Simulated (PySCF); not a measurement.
C2H2, triplet, at a GFN2-xTB geometry (a higher spin typed on purpose: for a closed-shell molecule this is an excited state). Base run: MP2/cc-pVDZ run with PySCF.

The PySCF input:
```python
from pyscf import gto, scf, mp

mol = gto.M(
    atom='''
C    -0.59796120    0.18407525   -0.20686836
C     0.58609806    0.05773809    0.29562000
H    -1.12454913   -0.60165515   -0.75859186
H     1.19572795   -0.84922486    0.22608202
''',
    basis='cc-pvdz',
    spin=2,
    verbose=5,
)

mf = scf.UHF(mol)
mf.kernel()

pt = mp.MP2(mf, frozen=2)
pt.kernel()
print('E(MP2) = %.10f' % pt.e_tot)
```

Variants of this job, named by their change:

```csv
change,basis functions,E (Eh),MP2 correlation (Eh),SCF-reference HOMO (eV),SCF-reference dipole (D)
base,38,-76.93362,-0.20584,-10.17,1.14
basis = STO-3G,?,?,?,?,?
basis = 6-31G,22,-76.82268,-0.13445,-10.00,1.24
basis = 6-31G*,32,-76.91371,-0.19546,-10.09,1.14
basis = def2-SV(P),32,-76.84793,-0.19276,-10.24,1.19
basis = def2-SVP,38,-76.86777,-0.20625,-10.21,1.19
basis = pc-1,38,-76.90859,-0.20804,-10.31,1.27
basis = 6-311G**,48,-76.95813,-0.21934,-10.22,1.19
basis = def2-SVPD,?,?,?,?,?
basis = 6-311++G**,?,?,?,?,?
"basis = 6-311+G(2d,p)",66,-76.97420,-0.23082,-10.31,1.18
basis = def2-TZVP,74,-76.99940,-0.24909,-10.29,1.18
basis = def2-TZVPP,?,?,?,-10.29,?
```

Problem. What belongs in the gaps?

Solution. 
- basis = STO-3G, basis functions: 12
- basis = STO-3G, E (Eh): -75.83245
- basis = STO-3G, MP2 correlation (Eh): -0.08740
- basis = STO-3G, SCF-reference HOMO (eV): -8.36
- basis = STO-3G, SCF-reference dipole (D): 0.62
- basis = def2-SVPD, basis functions: 56
- basis = def2-SVPD, E (Eh): -76.87919
- basis = def2-SVPD, MP2 correlation (Eh): -0.21510
- basis = def2-SVPD, SCF-reference HOMO (eV): -10.26
- basis = def2-SVPD, SCF-reference dipole (D): 1.11
- basis = 6-311++G**, basis functions: 58
- basis = 6-311++G**, E (Eh): -76.96020
- basis = 6-311++G**, MP2 correlation (Eh): -0.22017
- basis = 6-311++G**, SCF-reference HOMO (eV): -10.28
- basis = 6-311++G**, SCF-reference dipole (D): 1.23
- basis = def2-TZVPP, basis functions: 90
- basis = def2-TZVPP, E (Eh): -77.00508
- basis = def2-TZVPP, MP2 correlation (Eh): -0.25406
- basis = def2-TZVPP, SCF-reference dipole (D): 1.16

Totals compare only among sets that treat the same electrons; sets with core potentials leave the core out.

Open shells are given as the SCF converged; they aren't shown to be the lowest states, and a large step between rows can be another state.
